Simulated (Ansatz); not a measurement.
Relaxation of BrH5OSn (8 atoms, charge 0, multiplicity 1), to a largest force component of 0.03 eV/Å in at most 50 steps.

Computed with RKS PBE0/def2-SVP (Ansatz).

```xyz
8
Properties=species:S:1:pos:R:3
Sn 0.450 -0.256 -0.442
O -0.655 -0.168 2.515
H -1.285 -0.877 2.690
H 1.212 -0.340 -1.978
H 0.536 1.308 0.219
H -1.090 -0.985 -0.478
Br 1.947 -1.781 0.995
H 0.210 -0.573 2.750
```

Task: Where does it end, and by what steps?

Result: The run converged. After 6 steps the energy has fallen by 0.028 eV; H3 moved furthest, 0.18 Å.

```json
{"step": "0", "energy less start (eV)": "0.0000", "largest force component (eV/Å)": "0.714", "accepted": "yes"}
{"step": "1", "energy less start (eV)": "-0.0051", "largest force component (eV/Å)": "0.426", "accepted": "yes"}
{"step": "2", "energy less start (eV)": "0.0016", "largest force component (eV/Å)": "0.697", "accepted": "no"}
{"step": "3", "energy less start (eV)": "-0.0215", "largest force component (eV/Å)": "0.464", "accepted": "yes"}
{"step": "4", "energy less start (eV)": "-0.0243", "largest force component (eV/Å)": "0.193", "accepted": "yes"}
{"step": "5", "energy less start (eV)": "-0.0271", "largest force component (eV/Å)": "0.075", "accepted": "yes"}
{"step": "6", "energy less start (eV)": "-0.0275", "largest force component (eV/Å)": "0.008", "accepted": "yes"}
```

```xyz
8
Properties=species:S:1:pos:R:3
Sn 0.434 -0.252 -0.370
O -0.630 -0.189 2.448
H -1.222 -0.944 2.536
H 1.170 -0.393 -1.916
H 0.560 1.338 0.220
H -1.126 -0.938 -0.404
Br 1.912 -1.742 1.047
H 0.228 -0.553 2.710
```

Whether the end is a true minimum wasn't checked by a vibrational analysis.

Time of the run: 25 s on 2 threads of Arm Neoverse V1, with other jobs on the host, peak memory 0.23 GiB.
